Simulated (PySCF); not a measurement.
These are PBE-D3(BJ)/def2-TZVP // M06-2X/def2-TZVP (PySCF) values and carry that method's errors. All species are isolated molecules in the gas phase. Delta-SCF ions had no search for a lower state. 

Reference species (SMILES): `B` (neutral, multiplicity 1).

```yaml
vertical ionisation energy (Delta-SCF): 12.91 eV
```

Changed species: `BBr` (X = bromo; the reference has X = H).

Question: Predict the effect on the vertical ionisation energy (Delta-SCF).

Answer: the vertical ionisation energy (Delta-SCF) falls by 2.34 eV, to 10.57 eV.
